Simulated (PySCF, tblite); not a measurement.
Isomers of C5H12OSSi2, one GFN2-xTB conformer each. Single-point energies are computed at PBE0/pcSseg-1 (PySCF, gas phase, no added dispersion term), electronic only.

```tsv
SMILES	GFN2-xTB relative energy (kJ/mol)
C=C[SiH2]S[Si](C)(C)C=O	233.5
C=C1[C@@H](C[SiH3])CS[Si@@H]1O	0.0
```

Conformers: `[CH2:1]=[CH:2][SiH2:3][S:4][Si:5]([CH3:6])([CH3:7])[CH:8]=[O:9]` with C1–C2–Si3–S4 26°, C2–Si3–S4–Si5 58°, Si3–S4–Si5–C6 -101°, S4–Si5–C8–O9 -12°; `[CH2:1]=[C:2]1[C@@H:3]([CH2:4][SiH3:5])[CH2:6][S:7][Si@@H:8]1[OH:9]` with C2–C3–C4–Si5 -166°, S7–Si8–O9–H -45°, C1–C2–C3–C4 102°, C2–C3–C6–S7 -47°, C3–C6–S7–Si8 27°, C6–S7–Si8–O9 119°.

**Question.** What does PBE0/pcSseg-1 give for the same structures?

**Answer.** 
| SMILES | PBE0/pcSseg-1 E (Eh) | PBE0/pcSseg-1 (kJ/mol) | GFN2-xTB (kJ/mol) | point group |
| --- | --- | --- | --- | --- |
| C=C1[C@@H](C[SiH3])CS[Si@@H]1O | -1249.43232 | 0.0 | 0.0 | C1 |
| C=C[SiH2]S[Si](C)(C)C=O | -1249.41402 | 48.0 | 233.5 | C1 |

Both levels put the same isomer lowest. As drawn, the lower has an O–H bond and an Si–O bond, which the higher lacks; the higher has a C=O bond, which the lower lacks.

**Question.** Which frontier levels, dipoles and rotational constants go with these structures?

**Answer.** 
```json
{"SMILES": "C=C1[C@@H](C[SiH3])CS[Si@@H]1O", "HOMO (eV, PBE0/pcSseg-1)": "-6.89", "LUMO (eV)": "-0.68", "dipole (D)": "2.48", "A, B, C (MHz)": "1699, 632.7, 523.2"}
{"SMILES": "C=C[SiH2]S[Si](C)(C)C=O", "HOMO (eV, PBE0/pcSseg-1)": "-6.99", "LUMO (eV)": "-1.64", "dipole (D)": "3.24", "A, B, C (MHz)": "1366, 740.5, 701.5"}
```

**Question.** What happens when harmonic zero-point energies from GFN2-xTB frequencies are added?

**Answer.** 
```json
{"SMILES": "C=C1[C@@H](C[SiH3])CS[Si@@H]1O", "ZPE (kJ/mol)": "400.7", "electronic (kJ/mol)": "0.0", "with ZPE (kJ/mol)": "0.0"}
{"SMILES": "C=C[SiH2]S[Si](C)(C)C=O", "ZPE (kJ/mol)": "400.5", "electronic (kJ/mol)": "48.0", "with ZPE (kJ/mol)": "47.9"}
```

The zero-point energies span 0.2 kJ/mol. The order is unchanged.
